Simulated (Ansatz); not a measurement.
Reactions of `C[CH2][AlH][SiH3]`.

Computed with Ansatz on PBE0-D4/def2-TZVP structures; ΔE is electronic, products minus reactants. CCSD(T)/CBS adds triple-zeta CCSD(T) − MP2 to the extrapolated MP2 energy (def2 sets, frozen cores). This one scheme is used for every species, atoms too. No spin–orbit coupling; open shells (•) take unrestricted orbitals. Spin–orbit coupling would lower the free atoms: a little for Al, C, Si. For Br outer-core shells are correlated without core-valence functions, so the limit isn't a true one: a few kJ/mol of doubt a bond, and 10 to 20 or more in all where bonds break to atoms. Scalar relativity is left out up to krypton. One conformer a species, not always the lowest.

**Question.** Order these by ΔE at CCSD(T)/CBS, lowest first. (Estimate.)
A. `C[CH2][AlH][SiH3]` + CH₃OH → `CO[CH2][AlH][SiH3]` + CH₄
B. `C[CH2][AlH][SiH3]` → Al• + 2 C• + 9 H• + Si•
C. `C[CH2][AlH][SiH3]` → `[CH3][AlH][SiH2]C`
D. `C[CH2][AlH][SiH3]` + `C[CH2][AlH2]` → `C[CH2][AlH][AlH][SiH3]` + `CC`
E. `C[CH2][AlH][SiH3]` + `C=CCBr` → `C[CH2][AlH][Br]` + `C=CC[SiH3]`
F. `C[CH2][AlH][SiH3]` + `O[SiH3]` → `[SiH3][O][AlH][SiH3]` + `CC`

**Answer.** E (-218.0 kJ/mol), F (-180.1 kJ/mol), C (-50.3 kJ/mol), D (-23.8 kJ/mol), A (+39.2 kJ/mol), B (+4277.3 kJ/mol).

Largest T1 diagnostic: 0.018, for Al•.
